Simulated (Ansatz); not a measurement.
Born–Oppenheimer molecular dynamics of ClH$_{3}$Sn (5 atoms, charge 0, multiplicity 1). It starts at the highest image of a converged band, a first-order saddle point between two minima.

Theory: RKS PBE/def2-TZVP (Ansatz).

```
ensemble                      : NVE (velocity Verlet)
time step                     : 0.5 fs
steps asked                   : 200
starting velocities drawn for : 100 K
seed                          : 2634
```

First frame:

```xyz
5
Properties=species:S:1:pos:R:3
Sn 0.254 0.000 -0.463
Cl 1.316 0.000 2.013
H 1.855 0.000 0.414
H -0.816 1.369 -0.347
H -0.816 -1.369 -0.347
```

Q: How far do the bonds stretch over the last three quarters of this one trajectory? (Pairs bonded in most of those frames.)

A: 
```csv
bond,mean (Å),spread (Å),shortest,longest
Sn1–Cl2,2.404,0.191,2.16,2.70
Sn1–H3,1.756,0.065,1.67,1.91
Sn1–H4,1.740,0.043,1.67,1.82
Sn1–H5,1.738,0.037,1.68,1.83
```

Mean temperature of the second half: 2345 K. The conserved energy stayed within 0.15 meV per atom of its start (net change 0.049 meV per atom), so the integration is sound. The kinetic energy rose, since the run started high on the potential surface and went downhill. A run of 0.1 ps of so small a system gives no equilibrium averages. The orbitals stay closed-shell, which can raise the energy where a bond breaks towards radicals; this wasn't checked here.

Run time: 4.2 min on 2 threads of Arm Neoverse V1, with other jobs on the host, peak memory 0.16 GiB.
